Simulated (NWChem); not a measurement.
# C₃H₂N₂O; SMILES O=C1N=CC=N1

Results from NWChem. Coordinates come from a PBE0/def2-SVP optimisation. Level: PBE0/def2-SVP with SMD (1 M gas to 1 M solution), gas-phase geometry.

For solvent water:

| Item | Value |
|---|---|
| solvation free energy (kcal/mol) | -11.6 |
| cavity-dispersion-structure term (kcal/mol) | 0.2 |
| dipole in solution (D) | 6.68 |

Task: Estimate the same quantities for solvent toluene.

Result: 
| Property | Value |
|---|---|
| solvation free energy (kcal/mol) | -7.4 |
| cavity-dispersion-structure term (kcal/mol) | -2.0 |
| dipole in solution (D) | 5.49 |
